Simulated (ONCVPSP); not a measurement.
## What one change does to a pseudopotential (Tc, ONCV)

```
Element                 : Tc
Generator               : ONCVPSP 4.0.1
Type                    : optimised norm-conserving Vanderbilt (ONCV)
Functional              : PBEsol
Relativity              : scalar-relativistic
Frozen core             : [Kr]
Valence charge          : 7
Reference configuration : 4d5 5s2
Partial waves           : 5s: rc 2.85 bohr, ncon 3, nbas 6, qcut 2.1 1/bohr, 2 projectors, debl 0.5 Ha; p scattering state at 0.08 Ha: rc 2.75 bohr, ncon 3, nbas 7, qcut 2.5 1/bohr, 3 projectors, debl 3.6 Ha; 4d: rc 2.40 bohr, ncon 4, nbas 8, qcut 7.9 1/bohr, 1 projector
Local potential         : polynomial inside 1.95 bohr (lpopt 5, dvloc0 6 Ha)
Core correction         : polynomial model core, fcfact 0.7
```

In the p channel the program set the typed energies aside and used 0.050, 3.650, 7.250 Ha.

Change: s: rc 3.7.

Cutoffs: the cutoffs (Ha) at which the residual kinetic energy of the hardest occupied pseudo-wave falls to 1 and 0.1 mHa per electron; they do not see the model core or the augmentation charge, which bear on the density cutoff. Errors are all-electron minus pseudo energies relative to the spin-unpolarised reference configuration.

Q: What does the change do?

A: The potential gets neither clearly harder nor softer (18 Ha and 21 Ha → 18 Ha and 21 Ha); the d channel sets the loose cutoff, while the largest relative change is in s, which becomes softer; of the 4 tests that both files solve, the error grows in 4 and shrinks in 0 by more than 15 % and 0.3 meV (median size 28.3 → 97.1 meV); neither file shows a bound ghost. More of the atom is replaced by a form fitted at one configuration, so other configurations suffer.

| quantity | base | changed |
| --- | --- | --- |
| cutoff, loose | 18 Ha | 18 Ha |
| cutoff, tight | 21 Ha | 21 Ha |
| loose cutoff by channel | s 3.7 Ha, d 18 Ha | s 1.6 Ha, d 18 Ha |
| bound ghosts | none | none |
| GHOST(+) flags under 300 eV | none | none |
| error for 4d5 5s1, meV [ΔE 8.20 eV] | -7.6 | -23 |
| error for 4d5 5s0, meV [ΔE 23.04 eV] | -49 | -171 |
| error for 4d4 5s0, meV [ΔE 51.73 eV] | -256 | -691 |
| error for 4d5 5s1 5p1, meV [ΔE 3.80 eV] | -3.6 | -22 |
| p: phases at 2.79 bohr within 0.05 rad from the reference energy up to (Ha; the scan ends near 5) | to the end of the scan | to the end of the scan |
| d: phases at 2.43 bohr within 0.05 rad from the reference energy up to (Ha; the scan ends near 5) | 0.6 | 0.6 |
| rms error of d²Exc/dni dnj with the model core, mHa | 0.73 | 1.25 |
